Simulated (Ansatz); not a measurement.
Consider the formal hydrolysis of a B–Si bond: `C[SiH2]B1N[SiH2]1` + H₂O → `OB1N[SiH2]1` + `C[SiH3]`.

Isolated molecules relaxed with PBE0-D4/def2-TZVP in Ansatz; ΔE leaves out vibrations. CCSD(T)/CBS is the MP2 limit (def2-TZVPP, def2-QZVPP) plus CCSD(T) − MP2 in def2-TZVPP, frozen cores. This one scheme is used for every species. DFT in def2-TZVPP. B3LYP here is the variant with VWN-RPA as its local correlation; programs differ in this. One conformer a species, not always the lowest.

`C[SiH2]B1N[SiH2]1`:

Cartesian coordinates in Å:
```
C 2.297 0.589 -0.270
Si 0.971 -0.660 -0.734
B -0.819 -0.270 0.055
N -1.436 0.658 0.869
Si -2.707 -0.480 0.463
H 3.255 0.330 -0.726
H 2.436 0.623 0.813
H 2.022 1.591 -0.608
H 0.828 -0.710 -2.217
H 1.390 -2.022 -0.292
H -1.168 1.496 1.362
H -3.249 -1.239 1.619
H -3.820 0.095 -0.336
```

H₂O:

Cartesian coordinates in Å:
```
O -0.018 -0.386 -0.047
H -0.649 0.178 0.406
H 0.668 0.208 -0.359
```

`OB1N[SiH2]1`:

Cartesian coordinates in Å:
```
O -0.379 1.506 -1.452
B -0.068 0.573 -0.527
N -0.680 -0.461 0.181
Si 0.996 -0.438 0.716
H -1.298 1.480 -1.734
H -1.578 -0.910 0.278
H 1.212 -0.100 2.149
H 1.795 -1.649 0.390
```

`C[SiH3]`:

Cartesian coordinates in Å:
```
C -0.674 -0.716 -0.093
Si 0.603 0.640 0.083
H -0.448 -1.353 -0.950
H -1.671 -0.293 -0.237
H -0.697 -1.344 0.801
H 1.961 0.063 0.277
H 0.294 1.506 1.253
H 0.632 1.497 -1.134
```

```csv
level,ΔE (kcal/mol),difference from CCSD(T)/CBS
PBE-D4,-22.9,0.2
r2SCAN-D4,-25.2,-2.1
PBE0-D4,-23.6,-0.5
B3LYP-D4,-25.7,-2.6
ωB97M-V,-26.0,-2.9
B2PLYP,-26.6,-3.5
PBE,-24.0,-0.9
PBE0,-24.6,-1.5
HF/def2-TZVPP,-30.6,-7.5
MP2/def2-TZVPP,-24.8,-1.7
SCS-MP2/def2-TZVPP,-25.7,-2.6
CCSD/def2-TZVPP,-25.1,-2.0
MP2/def2-QZVPP,-24.2,-1.1
SCS-MP2/def2-QZVPP,-25.2,-2.1
HF/CBS(def2),-30.6,-7.5
MP2/CBS(def2),-23.8,-0.7
CCSD(T)/CBS,-23.1,0
```

Largest T1 diagnostic among the species: 0.014.

In def2-TZVPP, CCSD(T) changes the Hartree–Fock value by +6.4 kcal/mol (the triples alone add +0.8 kcal/mol) and MP2 by +5.7 kcal/mol. The D4 term adds +1.6 kcal/mol with B3LYP and +1.0 kcal/mol with PBE0; it sums over pairs of atoms, weighted by their polarisabilities, and B3LYP, whose exchange is more repulsive, gets the larger term.
